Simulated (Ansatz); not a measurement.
All numbers were calculated with Ansatz.

CH8OSSi2, SMILES `O[SiH2]SC[SiH3]` at its PBE0-D4/def2-TZVP geometry, where that method's forces vanish. The species carries charge 0 and has multiplicity 1.

```tsv
atom	x (Å)	y (Å)	z (Å)
O1	-2.169	2.127	1.278
Si2	-1.285	1.210	0.242
S3	-0.585	-0.524	1.277
C4	1.085	-0.708	0.558
Si5	0.975	-1.383	-1.191
H6	-1.786	2.293	2.141
H7	-2.212	0.917	-0.872
H8	-0.062	1.895	-0.264
H9	1.617	0.244	0.598
H10	1.612	-1.406	1.212
H11	2.331	-1.522	-1.794
H12	0.303	-2.705	-1.171
H13	0.176	-0.437	-2.014
```

For each bond, give half the difference of the two atoms' forces along it (eV/Å; positive pushes the atoms apart) under PBE-D4, r2SCAN-D4, B3LYP-D4, ωB97M-V in def2-TZVPP. (Best estimate.)

The calculation gave: 
| bond | length (Å) | PBE-D4 | r2SCAN-D4 | B3LYP-D4 | ωB97M-V |
| --- | --- | --- | --- | --- | --- |
| O1–Si2 | 1.642 | 0.34 | 0.04 | 0.13 | 0.15 |
| O1–H6 | 0.959 | 0.35 | 0.02 | -0.02 | -0.06 |
| Si2–S3 | 2.138 | 0.05 | 0.02 | 0.14 | 0.05 |
| Si2–H7 | 1.479 | 0.05 | -0.03 | -0.14 | -0.17 |
| Si2–H8 | 1.490 | 0.01 | -0.02 | -0.12 | -0.16 |
| S3–C4 | 1.827 | 0.16 | 0.20 | 0.29 | 0.14 |
| C4–Si5 | 1.878 | -0.01 | -0.01 | 0.09 | 0.05 |
| C4–H9 | 1.092 | 0.11 | -0.03 | -0.10 | -0.08 |
| C4–H10 | 1.092 | 0.11 | -0.04 | -0.11 | -0.08 |
| Si5–H11 | 1.490 | 0.07 | -0.02 | -0.10 | -0.12 |
| Si5–H12 | 1.484 | 0.07 | -0.03 | -0.07 | -0.10 |
| Si5–H13 | 1.487 | 0.07 | -0.03 | -0.08 | -0.08 |

B3LYP here is the variant with VWN-RPA as its local correlation; programs differ in this.
